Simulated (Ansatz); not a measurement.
FGeH₂I (`[F][GeH2][I]`) from Hartree–Fock to CCSD(T)

```xyz
5

F    -0.6683    1.3349    0.8564
Ge   -0.1602    0.0006   -0.1274
I     2.0179   -0.7963    0.7832
H     0.0339    0.5496   -1.5425
H    -1.2232   -1.0888    0.0304
```

Total charge 0; spin multiplicity 1. Correlated methods include outer-core shells of Ge, I, which these sets cover unevenly. Scalar relativity is left out up to krypton. I: def2 effective core potential. The geometry is a stationary point of PBE0-D4/def2-TZVP. Frozen core, restricted reference, Ansatz.

| basis | HF (Eh) | MP2 corr. |
| --- | --- | --- |
| def2-SVP | -2472.34708 | -0.53362 |
| def2-TZVPP | -2472.75401 | -1.00025 |
| def2-QZVPP | -2472.80272 | -1.45922 |

Question: Estimate the CCSD correlation energy and the (T) correction in each basis where they were run (hartree).

Answer: 
```tsv
basis	CCSD corr.	(T)
def2-SVP	-0.54590	-0.01213
def2-TZVPP	-0.97700	-0.02635
def2-QZVPP	-1.39422	-0.03777
```
